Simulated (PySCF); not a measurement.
Start geometry of `[SiH3]Nc1cnsc1` from GFN2-xTB (Å):
```
atom  x, y, z in Å
Si1    2.027    0.628    0.091
N2     0.785   -0.500   -0.336
C3    -0.564   -0.364   -0.121
C4    -1.179    0.752    0.504
N5    -2.476    0.705    0.623
S6    -3.076   -0.675   -0.004
C7    -1.536   -1.271   -0.469
H8     2.031    0.836    1.541
H9     3.238   -0.041   -0.377
H10    1.803    1.902   -0.595
H11    1.025   -1.363   -0.797
H12   -0.651    1.611    0.877
H13   -1.430   -2.219   -0.955
```

Q: What comes out of this run: PBE0-D3(BJ)/def2-SVP geometry optimisation, gas phase (PySCF)?

A: 
```
atom  x, y, z in Å
Si1    2.160    0.839    0.146
N2     0.913   -0.305   -0.289
C3    -0.448   -0.180   -0.072
C4    -1.058    0.951    0.565
N5    -2.361    0.926    0.700
S6    -2.957   -0.476    0.064
C7    -1.430   -1.086   -0.416
H8     2.198    1.085    1.620
H9     3.435    0.214   -0.308
H10    1.961    2.159   -0.528
H11    1.193   -1.162   -0.750
H12   -0.509    1.822    0.939
H13   -1.310   -2.048   -0.913
```

The energy falls by 2.1 kcal/mol over 5 energy and gradient evaluations, the largest force component goes from 0.0143 to 1.3e-04 Eh/bohr, and the atoms move by 0.037 Å rms after alignment. Among the bonds, Si1–H8, Si1–H9 and Si1–H10 change most and about equally (+0.030 Å). Bonds longer at the end by more than 0.005 Å: 11 of 13; shorter: 0. Among the angles that change most is N2–Si1–H9, from 102.5° to 105.1°. Rotational constants go from 6424, 959.6, 843.0 to 6254, 950.8, 833.3 MHz. The orientation of the end geometry is arbitrary; only internal coordinates are fixed.

The run used 136 basis functions and 34 SCF cycles in all.

Whether it is a minimum is left open (no frequencies). One conformer, not necessarily the lowest.
